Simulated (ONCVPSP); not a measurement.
Configuration tests for tantalum (Ta) (ONCV)

| Quantity | Value |
| --- | --- |
| Element | Ta (Z = 73) |
| Generator | ONCVPSP 4.0.1 |
| Type | optimised norm-conserving Vanderbilt (ONCV) |
| Functional | PBE |
| Relativity | scalar-relativistic |
| Frozen core | [Kr] 4d10 4f14 |
| Valence charge | 13 |
| Reference configuration | 5s2 5p6 5d3 6s2 |
| Partial waves | 5s+6s: rc 1.75 bohr, ncon 4, nbas 9, qcut 7.6 1/bohr, 2 projectors; 5p: rc 1.70 bohr, ncon 5, nbas 10, qcut 10.1 1/bohr, 3 projectors, debl 1.1 Ha; 5d: rc 2.70 bohr, ncon 4, nbas 9, qcut 6.3 1/bohr, 2 projectors, debl 3.3 Ha |
| Local potential | polynomial inside 1.20 bohr (lpopt 4, dvloc0 0 Ha) |
| Core correction | none |

In the p channel the program set the typed energies aside and used -1.448, 0.250, 1.350 Ha.

Energies are relative to the spin-unpolarised reference configuration 5s2 5p6 5d3 6s2; without spin polarisation the order of configurations can differ from experiment.

| valence configuration | charge | ΔE all-electron (eV) | error AE − PS (meV) |
| --- | --- | --- | --- |
| 5s2 5p6 5d3 6s1 | +1 | 8.468 | -0.7 |
| 5s2 5p6 5d3 6s0 | +2 | 23.440 | +8.0 |
| 5s2 5p6 5d2 6s0 | +3 | 47.044 | +7.5 |
| 5s2 5p6 5d2 6s2 | +1 | 7.681 | +1.6 |

Levels in the configuration 5s2 5p6 5d2 6s0:

| level | all-electron (eV) | pseudo (eV) |
| --- | --- | --- |
| 5s | -101.035 | -101.172 |
| 5p | -67.145 | -67.237 |
| 5d | -29.129 | -29.126 |
